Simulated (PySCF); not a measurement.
Mo(S)2(OH)2 (H₂MoO₂S₂), SMILES [Mo](=[S])(=[S])([OH])[OH], multiplicity 1.

Coordinates come from a PBE0-D3(BJ)/def2-SVP optimisation. The geometry has at least one imaginary mode, so it is a saddle point at that level. The multiplicity is an assumed one; no other spin state was optimised. The structure was generated by enumeration; whether it is a known compound was not checked. The def2 effective core potentials stand for the cores of Mo; spin–orbit coupling is left out. The values are those of a single conformer.

Calculation: PBE0-D3(BJ)/def2-SVP run with PySCF.

Frequencies are harmonic and unscaled.

| mode | ν (cm⁻¹) | IR (km/mol) | Raman (Å⁴/amu) | depolarisation | moving atoms (share of kinetic energy) |
|---|---|---|---|---|---|
| 1 | 201i | 0.0 | 8.4 | 0.75 | H 95 % |
| 2 | 69i | 349.7 | 2.3 | 0.75 | H 97 % |
| 3 | 189 | 7.2 | 3.7 | 0.75 | S 35 %, O 28 %, Mo 26 %, H 12 % |
| 4 | 205 | 1.3 | 8.9 | 0.74 | S 67 %, O 25 % |
| 5 | 211 | 7.7 | 2.3 | 0.26 | O 51 %, S 19 %, Mo 17 %, H 12 % |
| 6 | 215 | 0.0 | 4.9 | 0.75 | O 69 %, S 30 % |
| 7 | 229 | 4.5 | 1.9 | 0.75 | O 64 %, S 20 %, Mo 15 % |
| 8 | 504 | 151.6 | 2.7 | 0.75 | H 71 %, O 28 % |
| 9 | 551 | 81.9 | 14.3 | 0.13 | H 47 %, S 37 %, O 13 % |
| 10 | 583 | 165.3 | 21.9 | 0.04 | S 44 %, H 35 %, Mo 14 % |
| 11 | 585 | 100.5 | 8.2 | 0.75 | S 66 %, Mo 34 % |
| 12 | 741 | 121.7 | 9.0 | 0.12 | O 82 %, Mo 12 % |
| 13 | 783 | 78.7 | 4.7 | 0.75 | O 62 %, Mo 22 %, H 15 % |
| 14 | 3904 | 618.9 | 28.0 | 0.75 | H 94 % |
| 15 | 3908 | 35.5 | 222.0 | 0.24 | H 94 % |
